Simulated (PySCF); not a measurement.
TaOBr2, SMILES [O]=[Ta]([Br])[Br] (connectivity only; charge and spin as stated), neutral, multiplicity 2. Atoms are numbered in the order given.

```xyz
4

Ta     0.0000     0.0000    -0.3743
O      0.0000     0.0000    -2.0897
Br     0.0000    -2.2543     0.6292
Br     0.0000     2.2543     0.6292
```
Charge 0, spin multiplicity 2.

The structure is a stationary point at B3LYP-D3(BJ)/def2-SVP. The multiplicity is an assumed one; other spin states were not compared. The def2 effective core potentials stand for the cores of Ta; spin–orbit coupling is left out.

All values below come from PBE/def2-TZVPD run with PySCF.

The molecule is in vacuum.

Computed frontier levels, dipole moment and polarisability:
The α spin, highest occupied and lowest empty level comes out as -5.88 and -4.33 eV. The β spin, highest occupied and lowest empty level is -7.81 and -4.12 eV and the dipole moment is 1.67 D. The quadrupole, principal values (traceless, Buckingham form, about the centre of nuclear charge) comes out as -6.21, 0.90, 5.31 D·Å. The mean static polarisability is 93.2 bohr³ (13.81 Å³). The polarisability, principal values is 74.5, 85.5, 119.6 bohr³. The ⟨S²⟩ is 0.757 (pure state 0.75).
